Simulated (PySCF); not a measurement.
Species: C₅H₈GeO.
Numbering: `[CH3:1][C:2]#[C:3][GeH2:4][C:5]([CH3:6])=[O:7]` (hydrogens: H8, H9, H10 on C1; H11, H12 on Ge4; H13, H14, H15 on C6)

Structure used (PBE0-D3(BJ)/def2-SVP), in Å, numbered top down from 1:
```
atom  x, y, z in Å
C1     3.2811    0.8233   -0.3423
C2     2.1145    0.0758    0.0908
C3     1.1417   -0.5637    0.4531
Ge4   -0.4199   -1.5090    0.9651
C5    -2.0689   -0.6426    0.2021
C6    -1.9425    0.6580   -0.5366
O7    -3.1180   -1.2097    0.3772
H8     3.5716    0.5417   -1.3664
H9     4.1408    0.6289    0.3178
H10    3.0855    1.9069   -0.3317
H11   -0.3578   -2.9516    0.4429
H12   -0.5510   -1.5126    2.4962
H13   -1.4880    1.4151    0.1232
H14   -2.9278    0.9964   -0.8869
H15   -1.2491    0.5381   -1.3846
```

Computed with PySCF at wB97X-D/def2-SVPD, non-relativistic, on one gas-phase PBE0-D3(BJ)/def2-SVP geometry that isn't relaxed in the solvent. The solvent is an IEF-PCM continuum (van der Waals radii × 1.2), and excitations are vertical TDDFT with non-equilibrium linear response and a frozen core. The model holds no explicit solvent molecules, cavitation or dispersion. Spin–orbit coupling is left out although an atom past zinc is present.

Gas-phase singlets (H = HOMO, L = LUMO):

| state | E (eV) | λ (nm) | f | leading configurations |
| --- | --- | --- | --- | --- |
| S1 | 3.666 | 338 | 0.001 | H→L 89% |
| S2 | 5.979 | 207 | 0.000 | H-1→L+2 24%, H→L+3 23% |
| S3 | 6.155 | 201 | 0.028 | H-1→L+3 24%, H→L+2 19% |
| S4 | 6.201 | 200 | 0.003 | H-1→L+2 38%, H→L+3 18% |
| S5 | 6.539 | 190 | 0.033 | H→L+1 67%, H-1→L 10% |

Question: How does the list change in benzene (ε = 2.271)?

Answer: 
```json
{"state": "S1", "E (eV)": "3.697", "λ (nm)": "335", "f": "0.002", "leading configurations": "H→L 89%", "change by rank (eV)": "+0.031"}
{"state": "S2", "E (eV)": "6.005", "λ (nm)": "206", "f": "0.000", "leading configurations": "H→L+3 22%, H-1→L+2 22%", "change by rank (eV)": "+0.026"}
{"state": "S3", "E (eV)": "6.167", "λ (nm)": "201", "f": "0.037", "leading configurations": "H-1→L+3 25%, H→L+1 19%", "change by rank (eV)": "+0.012"}
{"state": "S4", "E (eV)": "6.212", "λ (nm)": "200", "f": "0.005", "leading configurations": "H-1→L+2 31%, H-1→L+1 20%", "change by rank (eV)": "+0.011"}
{"state": "S5", "E (eV)": "6.583", "λ (nm)": "188", "f": "0.075", "leading configurations": "H→L+1 64%, H-1→L 19%", "change by rank (eV)": "+0.044"}
```

Question: The ground-state energy changes by -0.120 eV from gas to benzene. By how much does the total energy of gas-phase S1 change?

Answer: E(S1) = E(S0) + excitation energy, so it changes by -0.120 + 0.031 = -0.089 eV: it is lowered less than the ground state, which is what a blue shift means. This is the vertical state, with the slow part of the continuum still set for S0.

Question: How do the frontier levels move from gas to benzene?

Answer: 
```csv
orbital,gas (eV),solvent (eV),change (eV),"Löwdin shares, gas","Löwdin shares, solvent"
LUMO+2,1.83,1.87,+0.04,"Ge4 24 %, C2 20 %, C3 19 %, C1 9 %","Ge4 27 %, C2 19 %, C3 18 %, C1 8 %"
LUMO+1,1.75,1.80,+0.05,"Ge4 33 %, C2 12 %, C3 11 %, C6 7 %","Ge4 34 %, C2 12 %, C3 12 %, H11 7 %"
LUMO,0.73,0.71,-0.02,"C5 36 %, O7 29 %, Ge4 12 %, C6 8 %","C5 37 %, O7 29 %, Ge4 12 %, C6 8 %"
HOMO,-8.61,-8.66,-0.05,"O7 42 %, C5 17 %, Ge4 12 %, C6 9 %","O7 40 %, C5 17 %, Ge4 12 %, C6 9 %"
HOMO-1,-9.65,-9.63,+0.02,"C3 38 %, C2 36 %, C1 7 %, Ge4 7 %","C3 38 %, C2 35 %, C1 8 %, Ge4 7 %"
HOMO-2,-10.03,-10.01,+0.02,"C3 37 %, C2 33 %, O7 8 %, C1 7 %","C3 37 %, C2 32 %, O7 8 %, C1 7 %"
HOMO-3,-11.77,-11.76,+0.01,"Ge4 32 %, H11 19 %, H12 18 %, O7 11 %","Ge4 34 %, H11 20 %, H12 18 %, O7 9 %"
```

The HOMO–LUMO gap goes from 9.34 to 9.37 eV.

wB97X-D is run here without its empirical dispersion term; that term would change no orbital, density or response property at a fixed geometry.
